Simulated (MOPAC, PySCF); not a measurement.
CH$_{6}$N$_{2}$, SMILES `C(N)N`, neutral singlet in the gas phase. 

Cartesian coordinates (Å):
```xyz
9

N     -1.2468    -0.0510     0.2160
C      0.0010     0.5771    -0.2057
N      1.2465    -0.1798    -0.1338
H     -1.4305    -0.8842    -0.3337
H     -1.1893    -0.3428     1.1865
H      0.1320     1.4809     0.3951
H     -0.1280     0.8974    -1.2429
H      1.4282    -0.4781     0.8193
H      1.1870    -1.0195    -0.7009
```
Charge 0, spin multiplicity 1.

All levels are single points at this geometry (r2SCAN-D4/def2-TZVP); Pople sets use spherical d functions. Orbital energies aren't observables, and empty levels follow the basis.

| level | HOMO (eV) | LUMO (eV) | gap (eV) | dipole (D) | vertical IE, Delta-SCF (eV) |
|---|---|---|---|---|---|
| r2SCAN-D4/def2-TZVP in PySCF | -5.41 | 0.81 | 6.23 | 1.90 | 8.80 |
| B3LYP/6-311+G** in PySCF | -6.47 | -0.25 | 6.22 | 1.89 | – |
| PBE/6-31G* in PySCF | -4.61 | 1.40 | 6.01 | 2.05 | 8.46 |
| PM3 in MOPAC | -9.57 | 2.75 | 12.33 | 1.73 | – |
| PM6 in MOPAC | -9.52 | 3.11 | 12.63 | 2.35 | – |
| PM7 in MOPAC | -9.71 | 3.24 | 12.95 | 2.49 | – |
